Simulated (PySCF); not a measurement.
Species: C2H8OSi2.
Structure used (PBE0-D3(BJ)/def2-SVP), in Å, numbered top down from 1:
```
atom  x, y, z in Å
C1    -1.990    0.670    0.330
C2    -1.783   -0.414   -0.425
Si3   -0.089   -1.121   -0.741
O4     1.037   -0.213    0.052
Si5    2.176    0.789    0.687
H6    -2.992    1.077    0.509
H7    -1.159    1.202    0.807
H8    -2.651   -0.910   -0.879
H9    -0.012   -2.531   -0.252
H10    0.210   -1.121   -2.206
H11    3.151    1.198   -0.367
H12    1.515    2.010    1.241
H13    2.904    0.090    1.787
```

Method used: PySCF, TDDFT CAM-B3LYP/def2-SVPD, vertical, gas phase, core orbitals frozen in the response.

Ground-to-excited transition dipoles (e·a0, same axes as the geometry; the sign carries no meaning), for the states with f of 0.002 or more among the lowest 5:

```json
{"state": "S2", "E (eV)": "7.134", "μx": "0.080", "μy": "-0.238", "μz": "-0.037"}
{"state": "S3", "E (eV)": "7.196", "μx": "-0.628", "μy": "1.060", "μz": "0.729"}
{"state": "S4", "E (eV)": "7.373", "μx": "0.222", "μy": "-0.142", "μz": "-0.071"}
{"state": "S5", "E (eV)": "7.472", "μx": "0.012", "μy": "0.141", "μz": "-0.190"}
```

**Question.** Work out the oscillator strengths.

**Answer.** f = (2/3) ΔE |μ|² with ΔE in hartree (27.2114 eV).

| state | \|μ\|² (au) | \|μ\| (D) | f |
| --- | --- | --- | --- |
| S2 | 0.065 | 0.65 | 0.011 |
| S3 | 2.050 | 3.64 | 0.361 |
| S4 | 0.074 | 0.69 | 0.013 |
| S5 | 0.056 | 0.60 | 0.010 |

**Question.** Which bond between heavy atoms lies closest to the direction of the S3 transition dipole?

**Answer.** C1–C2, at 17° from it; next C2–Si3 at 40°.

**Question.** What angle do the transition dipoles of S2 and S5 make?

**Answer.** |cos θ| = |μa·μb| / (|μa| |μb|) = 0.42, so θ ≈ 65° (taken between 0 and 90°, since the signs are arbitrary).

**Question.** How is the summed strength of these states shared among x, y and z?

**Answer.** (2/3) Σ ΔE μα² gives 0.080 for x, 0.215 for y and 0.101 for z, 0.396 in all.

**Question.** What peak molar absorption coefficient would the strongest computed level give as a lone Gaussian band 0.3 eV wide at half height?

**Answer.** ε(max) = 2.175×10⁸ f / FWHM, with the width in cm⁻¹. S3: 2.175×10⁸ × 0.3614 / 2420 ≈ 32000 L mol⁻¹ cm⁻¹.

One conformer stands for the species.
